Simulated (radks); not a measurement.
Coulomb parameter of the 3d shell of neutral titanium in the model configuration [Ar] 3d0.5 4s2 4p1.5, as a second difference U = [E(n + 0.5) + E(n - 0.5) - 2 E(n)] / (0.5)^2 with all orbitals relaxed. "Bare": the charge of the atom changes with n. "Screened": the 4p shell takes up the change at fixed total charge, which measures U(3d,3d) + U(4p,4p) - 2 U(3d,4p). All-electron calculation, scalar-relativistic Kohn-Sham, SCAN, spin-unpolarised, spherical densities, finite nucleus; meta-GGA in the generalised Kohn-Sham scheme; Fermi nuclear charge, rms radius 3.5921 fm. Program: a radial shooting solver on a logarithmic mesh with Libxc functionals.

case	configuration	E - E(n) (eV)
start	[Ar] 3d0.5 4s2 4p1.5	0.000
bare +0.5	[Ar] 3d1 4s2 4p1.5	-4.562
bare -0.5	[Ar] 4s2 4p1.5	7.484
screened +0.5	[Ar] 3d1 4s2 4p1	-3.836
screened -0.5	[Ar] 4s2 4p2	5.042

U(bare) = 11.685 eV, U(screened by 4p) = 4.826 eV, against the Slater integral F0(3d,3d) = 19.185 eV with frozen orbitals. The step up makes a negative ion, whose loosely bound charge lowers the bare value.
